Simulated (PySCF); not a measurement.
**Computed structure and properties of Pb(CH3)2H2**

System: Pb(CH3)2H2 (singlet); start: template (C2v). Method: PySCF 2.14.0, RKS TPSS, Pb def2-SVP with ECP60, C def2-SVP, H def2-SVP; non-relativistic Hamiltonian with scalar-relativistic core potentials where named; density fitting; no spin-orbit coupling.

Input of the relaxation:

```python
mol = gto.M(atom='''
Pb     0.00000    -0.00000    -0.15388
C      1.26150     1.26150     1.10762
H      1.89080     1.89080     0.47832
H      0.63220     1.89080     1.73692
H      1.89080     0.63220     1.73692
C     -1.26150    -1.26150     1.10762
H     -1.89080    -1.89080     0.47832
H     -0.63220    -1.89080     1.73692
H     -1.89080    -0.63220     1.73692
H      1.10850    -1.10850    -1.26238
H     -1.10850     1.10850    -1.26238''',
    basis={'Pb': 'def2-SVP', 'C': 'def2-SVP', 'H': 'def2-SVP'},
    ecp={'Pb': 'def2-SVP'},
    charge=0, spin=0)
mf = dft.RKS(mol, xc='TPSS')
mf.grids.atom_grid = (50, 194)
mf = mf.density_fit()  # fitting sets: Pb def2-universal-JKFIT, C def2-universal-JKFIT, H def2-universal-JKFIT
mf.conv_tol = 1e-08; mf.max_cycle = 55
mf.kernel(dm0)  # dm0: converged density of the start geometry
# quasi-Newton relaxation in Cartesian coordinates to a largest gradient under 0.00045 Eh/bohr, steps kept in the point group
```

Run from Python with OMP_NUM_THREADS=2; the lines above give its settings. Where DIIS fails, smearing, a level shift and second-order steps follow.
It took 37 s on 2 threads of Arm Neoverse V2, with other jobs on the host, from the converged density of the start.

Course of the relaxation:

```json
{"step": "0", "energy above end (eV)": "0.2627", "largest force component within the symmetry (eV/Å)": "2.228"}
{"step": "1", "energy above end (eV)": "0.0621", "largest force component within the symmetry (eV/Å)": "1.171"}
{"step": "2", "energy above end (eV)": "0.0041", "largest force component within the symmetry (eV/Å)": "0.079"}
{"step": "3", "energy above end (eV)": "0.0016", "largest force component within the symmetry (eV/Å)": "0.038"}
{"step": "4", "energy above end (eV)": "0.0009", "largest force component within the symmetry (eV/Å)": "0.020"}
{"step": "5", "energy above end (eV)": "0.0006", "largest force component within the symmetry (eV/Å)": "0.006"}
{"step": "6", "energy above end (eV)": "0.0004", "largest force component within the symmetry (eV/Å)": "0.020"}
{"step": "7", "energy above end (eV)": "0.0002", "largest force component within the symmetry (eV/Å)": "0.025"}
{"step": "8", "energy above end (eV)": "0.0000", "largest force component within the symmetry (eV/Å)": "0.014"}
{"step": "9", "energy above end (eV)": "0.0000", "largest force component within the symmetry (eV/Å)": "0.002"}
```

Relaxed geometry (C2v):

```xyz
11

Pb    0.0000    0.0000   -0.1804
C     1.3186    1.3186    1.1085
H     1.9451    1.9451    0.4543
H     0.6776    1.9543    1.7396
H     1.9543    0.6776    1.7396
C    -1.3186   -1.3186    1.1085
H    -1.9451   -1.9451    0.4543
H    -0.6776   -1.9543    1.7396
H    -1.9543   -0.6776    1.7396
H     1.0235   -1.0235   -1.2315
H    -1.0235    1.0235   -1.2315
```

```csv
contact,Å
Pb1–C2 (CH3),2.267
Pb1–C6 (CH3),2.267
Pb1–H10 (H),1.789
Pb1–H11 (H),1.789
```

On the finer grid (75, 302):

The HOMO is -6.57 eV, the LUMO is -0.83 eV and the dipole about the centre of mass is 0.97 D. The set of Mulliken populations of Pb1 outside the core potential is s 3.46, p 8.04, d 10.10 and the D3(BJ) dispersion energy (not in the energies) is -0.242 eV.

```tsv
atom	Mulliken (e)	Löwdin (e)	spin (e)
Pb1	0.39	0.44	0.00
C2	-0.28	-0.22	0.00
H3	0.06	0.03	0.00
H4	0.06	0.03	0.00
H5	0.06	0.03	0.00
C6	-0.28	-0.22	0.00
H7	0.06	0.03	0.00
H8	0.06	0.03	0.00
H9	0.06	0.03	0.00
H10	-0.10	-0.10	0.00
H11	-0.10	-0.10	0.00
```

No frequency check is given for this geometry.

Taking off one CH3 (charge -1, singlet; the rest: singlet) in vacuum, both parts rigid, costs 11.32 eV; the small basis without counterpoise inflates it. Most of it is the attraction of opposite charges; other ways to part are cheaper, and one spin state was tried for the rest.

Rigid scan of CH3 along the line from its metal:

distance to C2 (Å), energy (eV) and a bar:
```
     1.97      0.744 ########
     2.07      0.284 ###
     2.17      0.062 #
     2.27      0.000 
     2.37      0.047 #
     2.47      0.165 ##
     2.67      0.520 ######
     2.97      1.150 #############
     3.37      1.924 ######################
     3.87      2.644 ##############################
```

Taking off one H (charge -1, singlet; the rest: singlet) in vacuum, both parts rigid, costs 10.53 eV; the small basis without counterpoise inflates it. Most of it is the attraction of opposite charges; other ways to part are cheaper, and one spin state was tried for the rest.

Rigid scan of H along the line from its metal:

(distance to H10 (Å), energy (eV)): (1.49, 0.786), (1.59, 0.300), (1.69, 0.065), (1.79, 0.000), (1.89, 0.050), (1.99, 0.176), (2.19, 0.556), (2.49, 1.232), (2.89, 2.071), (3.39, 2.866)

One start shape was tried, so this needn't be the lowest isomer.
